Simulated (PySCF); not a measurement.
A geometry optimisation on `FC(F)c1c[se][se]1`.

Computed with BHandHLYP/def2-SVP geometry optimisation, gas phase (PySCF 2.14.0). Start geometry: GFN2-xTB. The input is one job of a driver script: a line of settings, then coordinates in Å.

Input:
```
{"job": {"xc": "BHandHLYP", "basis": "def2-SVP", "grid": 1, "kind": "geom"}, "charge": 0, "multiplicity": 1}
F     -1.687791    -0.538742    -1.102764
C     -1.255641     0.143762    -0.011782
F     -1.715817    -0.549758     1.061329
C      0.228482     0.251788     0.007925
C      1.155153    -0.718527    -0.025842
Se     2.812880     0.182376     0.039783
Se     1.200688     1.888070     0.098928
H     -1.745557     1.131372    -0.012081
H      1.021164    -1.784348    -0.080676
```

**Question.** Estimate the output.

**Answer.** 
```
step   0  E = -5117.26822803  max force = 0.014024
step   1  E = -5117.26929391  max force = 0.006383
step   2  E = -5117.26946913  max force = 0.001727
step   3  E = -5117.26955591  max force = 0.001655
step   4  E = -5117.26975750  max force = 0.003917
step   5  E = -5117.27085387  max force = 0.011749
step   6  E = -5117.27139976  max force = 0.005184
step   7  E = -5117.27159119  max force = 0.002551
step   8  E = -5117.27175328  max force = 0.003578
step   9  E = -5117.27219149  max force = 0.007089
step  10  E = -5117.27242519  max force = 0.006871
step  11  E = -5117.27258794  max force = 0.002754
step  12  E = -5117.27263282  max force = 0.000798
step  13  E = -5117.27264549  max force = 0.000304
optimisation converged
```

Energies in Eh; «max force» is the largest Cartesian gradient component in Eh/bohr.

**Question.** Give the first gradient maximum in eV/Å.

**Answer.** With 1 Eh/bohr = 51.422 eV/Å, 0.721 eV/Å.

**Question.** How much energy does the optimisation release, in kcal/mol?

**Answer.** E(step 0) − E(last step) = 0.004417 Eh, which is 2.8 kcal/mol.

Summary of the converged run: final energy -5117.27265 Eh after 13 steps; dipole 1.70 D.

**Question.** Give the final coordinates.

**Answer.** 0.713 Å rms from the input after alignment:
```
atom  x, y, z in Å
F1    -1.6393   -1.1452   -0.0877
C2    -1.2548    0.1370   -0.0016
F3    -1.8104    0.6763    1.0960
C4     0.2304    0.2140    0.0806
C5     1.1374   -0.6928   -0.2851
Se6    2.8224    0.1085    0.0275
Se7    1.2031    1.7265    0.7016
H8    -1.6567    0.6690   -0.8702
H9     0.9816   -1.6878   -0.6841
```

**Question.** Estimate the wall time. Hardware: an Intel Xeon 6975P-C with one thread, on a shared host. And the peak memory of the process?

**Answer.** About 1.8 min, with 0.69 GiB resident at the peak, the Python interpreter and its libraries included.
Labels such as C1 count atoms from 1, the log's own numbers from 0.
